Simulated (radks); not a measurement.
Results of a calculation; reference values are marked as such.
Co I, 27 electrons, occupied as [Ar] 3d8 6f1 (not the ground configuration). Level of theory: scalar-relativistic Kohn-Sham, r2SCAN, spin-polarised, spherical densities, finite nucleus; open shells are filled with parallel spins first; meta-GGA in the generalised Kohn-Sham scheme; Fermi nuclear charge, rms radius 3.7875 fm (a radial shooting solver on a logarithmic mesh with Libxc functionals). Some entries of the table are withheld. Estimate them.

| orbital | occ. | eigenvalue (eV) | <1/r> (bohr^-1) |
|---|---|---|---|
| 1s down | 1 | -7620.734 | 27.03 |
| 1s up | 1 | -7620.723 | 27.03 |
| 2s up | 1 | -910.5530 | 5.830 |
| 2s down | 1 | -909.3024 | 5.835 |
| 2p up | 3 | (1) | 5.705 |
| 2p down | 3 | (2) | 5.710 |
| 3s up | 1 | -109.3261 | 1.823 |
| 3s down | 1 | -106.6061 | 1.817 |
| 3p up | 3 | (3) | 1.672 |
| 3p down | 3 | (4) | 1.665 |
| 3d up | 5 | -12.4014 | (5) |
| 3d down | 3 | -10.0294 | (6) |
| 6f up | 1 | -0.2665 | 0.02924 |

Answer. 
(1) 2p up eigenvalue (eV): -778.4336
(2) 2p down eigenvalue (eV): -777.4844
(3) 3p up eigenvalue (eV): -71.3127
(4) 3p down eigenvalue (eV): -68.6188
(5) 3d up <1/r> (bohr^-1): 1.250
(6) 3d down <1/r> (bohr^-1): 1.208
